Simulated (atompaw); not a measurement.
**Before and after: PAW (atompaw) potential for Sr (Z = 38)**

atompaw 4.2.0.5 input, output lines left out:

```
Sr 38
GGA-PBE scalarrelativistic loggrid 1500 logderivrange -5 5 251
5 5 4 0 0 0
5 0 1.5
5 1 0
4 2 0
0 0 0
c
c
c
v
v
c
c
v
v
c
v
2
3.00 2.60 2.75 1.55
n
n
y
2.25
n
custom polynom2 7 10 vanderbiltortho sinc
bessel
2.20
2.40
2.20
3.00
3.00
3.00
```

All-electron outer shells of the reference configuration (PBE, scalar-relativistic, ld1.x):

| shell | level (eV) | outermost node (bohr) | outermost maximum (bohr) |
| --- | --- | --- | --- |
| 3d | -131.05 | – | 0.38 |
| 4s | -43.91 | 0.59 | 1.19 |
| 4p | -25.81 | 0.61 | 1.33 |
| 5s | -5.86 | 1.64 | 3.58 |
| 4d | -3.89 | 0.65 | 2.04 |
| 5p | -3.27 | 1.95 | 4.54 |

Change: local potential bessel scheme, radius 1.52 bohr.

Cutoffs: the cutoffs (Ry, on a coarse ladder) from which the occupation-weighted sum of valence levels, in a spherical-Bessel basis at the reference potential, stays within 10 and 1 mRy of its value at 400 Ry; they do not see the model core or the augmentation charge, which bear on the density cutoff.

What does the change do?

The potential gets neither clearly harder nor softer (15 Ry and 25 Ry → 15 Ry and 25 Ry); the range in which the s phases agree narrows (upper end at the end of the scan → 2.0); the range in which the p phases agree narrows (upper end at the end of the scan → 0.1); neither file shows a bound ghost.

```tsv
quantity	base	changed
cutoff, loose	15 Ry	15 Ry
cutoff, tight	25 Ry	25 Ry
loose cutoff by channel (10 mRy a level)	s 8 Ry, p 10 Ry	s 8 Ry, p 12 Ry
bound ghosts	none	none
s: phases at 3.00 bohr within 0.05 rad from the reference energy up to (Ry; the scan ends near 5)	to the end of the scan	2.0
p: phases at 3.00 bohr within 0.05 rad from the reference energy up to (Ry; the scan ends near 5)	to the end of the scan	0.1
d: phases at 3.00 bohr within 0.05 rad from the reference energy up to (Ry; the scan ends near 5)	to the end of the scan	to the end of the scan
lowest overlap eigenvalue by channel	s 0.50, p 0.50, d 0.88	s 0.55, p 0.50, d 0.88
```

 The cutoffs see the waves, projectors and local potential, not the compensation charge or the core.
